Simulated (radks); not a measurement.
Task: All-electron atom: Os II in [Xe] 4f14 5d6 6s1. Calculated with a radial shooting solver on a logarithmic mesh with Libxc functionals: scalar-relativistic Kohn-Sham, HCTH/407, spin-polarised, spherical densities, finite nucleus; open shells are filled with parallel spins first (spin-orbit coupling, left out, can overturn this in heavy ions); Fermi nuclear charge, rms radius 5.4126 fm. Some entries of the table are withheld. Estimate them.

| orbital | occ. | eigenvalue (eV) | <r^2> (bohr^2) | <r> (bohr) |
|---|---|---|---|---|
| 1s up | 1 | -73835.17 | 0.0004339 | 0.01774 |
| 1s down | 1 | -73835.15 | 0.0004339 | 0.01774 |
| 2s up | 1 | -12877.77 | 0.006644 | 0.07492 |
| 2s down | 1 | -12877.52 | 0.006644 | 0.07492 |
| 2p up | 3 | -11222.72 | 0.005530 | 0.06727 |
| 2p down | 3 | -11222.51 | 0.005530 | 0.06727 |
| 3s up | 1 | -3005.048 | 0.04299 | 0.1939 |
| 3s down | 1 | -3004.939 | 0.04299 | 0.1939 |
| 3p up | 3 | -2518.634 | 0.04385 | 0.1945 |
| 3p down | 3 | -2518.515 | 0.04385 | 0.1945 |
| 3d up | 5 | -1974.368 | 0.03631 | 0.1761 |
| 3d down | 5 | -1974.183 | 0.03631 | 0.1761 |
| 4s up | 1 | -641.2960 | 0.2103 | 0.4317 |
| 4s down | 1 | -641.0716 | 0.2103 | 0.4317 |
| 4p up | 3 | -481.5219 | 0.2396 | 0.4590 |
| 4p down | 3 | -481.3138 | 0.2396 | 0.4590 |
| 4d up | 5 | -282.8665 | 0.2759 | 0.4883 |
| 4d down | 5 | -282.6197 | 0.2756 | 0.4881 |
| 5s up | 1 | -101.0167 | 1.141 | 1.008 |
| 5s down | 1 | -98.9363 | 1.122 | 0.9999 |
| 4f up | 7 | -61.7203 | 0.3808 | 0.5554 |
| 4f down | 7 | -61.2699 | 0.3748 | 0.5520 |
| 5p up | 3 | -60.5592 | 1.553 | 1.171 |
| 5p down | 3 | -57.7753 | 1.517 | 1.158 |
| 5d up | 5 | -15.8022 | 3.490 | 1.721 |
| 6s up | 1 | (1) | 8.123 | (2) |
| 6s down | 0 | (3) | 10.69 | (4) |
| 5d down | 1 | -12.3505 | 4.199 | 1.849 |

Result: 
(1) 6s up eigenvalue (eV): -14.1424
(2) 6s up <r> (bohr): 2.684
(3) 6s down eigenvalue (eV): -12.7567
(4) 6s down <r> (bohr): 3.090
